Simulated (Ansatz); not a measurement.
Spectroscopic constants of CuB, multiplicity 3 (an upper state: multiplicity 1 came lower at CCSD(T)/def2-TZVPP on PBE0 minima). No spin–orbit coupling. Cu is treated without relativity.

The constants come from a fifth-degree fit in 1/R (seven points, main isotopes). Runs in def2 and cc sets follow the lowest solution found near the PBE0 minimum.

Run with Ansatz (an electronic-structure program). Each number belongs to the level named beside it.

```csv
level,r_e (Å),ω_e (cm⁻¹),ω_e x_e (cm⁻¹),B_e (cm⁻¹),dipole (D)
PBE/def2-TZVPP,1.857,580,4.6,0.522,2.08
PBE0/def2-TZVPP,1.893,535,4.5,0.502,2.56
wB97X-V/def2-TZVPP,1.908,525,4.2,0.494,3.13
CCSD/def2-TZVPP,1.933,484,4.1,0.481,-
CCSD(T)/def2-TZVPP,1.893,517,4.5,0.502,-
```

Correlated levels freeze the inner cores; with def2 sets outer-core shells near the valence are correlated too.
